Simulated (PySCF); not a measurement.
HCl2OZr, doublet, at a GFN2-xTB geometry (such geometries of metal compounds can be far from the true shape) (the multiplicity is a formal guess) (core potentials on Zr).

Input for PySCF:
```python
from pyscf import gto, scf, dft

mol = gto.M(
    atom='''
Zr    0.273208   -0.104916    0.185672
Cl   -1.688305   -1.183298   -0.074599
Cl    0.091858    1.796357   -1.010345
O     1.717358   -0.659491    1.167115
H     2.472427   -0.949448    1.680260
''',
    basis='def2-svpd',
    ecp={'Zr': 'def2-svpd'},
    charge=0,
    spin=1,
    verbose=4,
)

mf = dft.UKS(mol)
mf.xc = 'pbe0'
mf = mf.density_fit(auxbasis='def2-universal-jkfit')
mf.kernel()
mf.analyze()
```

### Question
What does this run give for the HOMO energy, number of basis functions, dipole moment, total energy?

### Answer

```
Quantity                          Result
-------------------------  -------------
HOMO energy                     -5.44 eV
number of basis functions            119
dipole moment                     3.55 D
total energy               -1042.7390 Eh
```

These values belong to the state on which the SCF converged, which isn't shown to be the lowest.
